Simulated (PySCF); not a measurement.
Geometries of 2 isomers of C2H5F3Si, from PBE0-D3(BJ)/def2-SVP geometry optimisation, gas phase (PySCF). One conformer each, no zero-point energy, no frequencies.

Problem. Which isomer lies lower at this level?
A.
```xyz
11
angstrom
F     -1.169    1.532   -0.717
C     -1.352    0.332   -0.151
F     -2.459   -0.192   -0.689
F     -1.607    0.541    1.148
C     -0.160   -0.560   -0.343
Si     1.470    0.065    0.402
H     -0.025   -0.713   -1.425
H     -0.400   -1.542    0.093
H      1.353    0.190    1.883
H      2.518   -0.945    0.070
H      1.843    1.382   -0.188
```
B.
```xyz
11
angstrom
C     -1.408    0.562    0.646
Si    -0.173   -0.787    0.261
C      1.445    0.062   -0.366
F      1.226    0.762   -1.492
F      2.425   -0.816   -0.629
F      1.923    0.930    0.543
H     -1.012    1.228    1.427
H     -1.606    1.166   -0.253
H     -2.361    0.140    0.999
H      0.204   -1.581    1.465
H     -0.627   -1.693   -0.831
```

Solution. A. That is `FC(F)(F)C[SiH3]`, 3.6 kcal/mol below the other.

| SMILES | atoms numbered as above | E (Eh) | relative (kcal/mol) | relative (kJ/mol) | dipole (D) |
| --- | --- | --- | --- | --- | --- |
| FC(F)(F)C[SiH3] | [F:1][C:2]([F:3])([F:4])[CH2:5][SiH3:6] | -667.38527 | 0.0 | 0.0 | 2.02 |
| C[SiH2]C(F)(F)F | [CH3:1][SiH2:2][C:3]([F:4])([F:5])[F:6] | -667.37949 | 3.6 | 15.2 | 2.44 |
